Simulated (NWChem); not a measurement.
C2H6F2Si; SMILES [C@@H](C)([SiH2]F)F

```xyz
11

C     -0.8001     1.9434    -0.1021
C      0.1322     0.7860    -0.3879
F      1.3571     1.0158     0.2310
Si    -0.5187    -0.8806     0.2393
F      0.4734    -2.0690    -0.2575
H     -1.7516     1.8233    -0.6425
H     -0.3400     2.8894    -0.4261
H     -1.0200     2.0274     0.9738
H      0.3201     0.7183    -1.4762
H     -0.5434    -0.8805     1.7273
H     -1.8709    -1.1479    -0.3293
```
Atoms are numbered in this order, from 1.

Computed with NWChem. Coordinates come from a PBE0/def2-SVP optimisation.

Predict the results for PBE/def2-SVP. Quantities: highest occupied level (eV); orbital gap (eV); dipole (D).

The highest occupied level (eV) is -6.78 and the orbital gap (eV) is 6.40. The dipole (D) is 2.33.
